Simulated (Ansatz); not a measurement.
CuSNH4⁺, that is Cu(NH3)(SH) with one electron fewer. Charge 1, multiplicity 2. Geometry r2SCAN-D4/def2-TZVP, that of the neutral singlet.

```xyz
7

Cu    0.501    0.439   -0.073
N    -0.880   -0.735    0.627
H    -0.961   -0.639    1.636
H    -0.680   -1.713    0.431
H    -1.791   -0.524    0.229
S     2.010    1.727   -0.774
H     1.801    1.446   -2.075
```

(1) Estimate the α-spin orbital energies around the gap (eV) in Ansatz with PBE-D4/def2-TZVP, r2SCAN-D4/def2-TZVP, PBE0-D4/def2-TZVP.

Results:

(1) 
| orbital | PBE-D4/def2-TZVP | r2SCAN-D4/def2-TZVP | PBE0-D4/def2-TZVP |
| --- | --- | --- | --- |
| HOMO−5 | -13.29 | -13.55 | -14.70 |
| HOMO−4 | -12.47 | -12.63 | -14.40 |
| HOMO−3 | -12.44 | -12.61 | -14.40 |
| HOMO−2 | -12.39 | -12.55 | -14.22 |
| HOMO−1 | -12.14 | -12.45 | -13.77 |
| HOMO | -11.85 | -11.93 | -13.20 |
| LUMO | -6.11 | -5.65 | -5.13 |
| LUMO+1 | -5.21 | -4.85 | -4.23 |
| LUMO+2 | -4.14 | -3.63 | -3.07 |
| LUMO+3 | -4.00 | -3.59 | -2.81 |
| LUMO+4 | -3.80 | -3.10 | -2.63 |
| LUMO+5 | -2.83 | -1.84 | -1.77 |
| β HOMO | -11.71 | -11.80 | -13.04 |
| β LUMO | -10.87 | -10.56 | -9.78 |
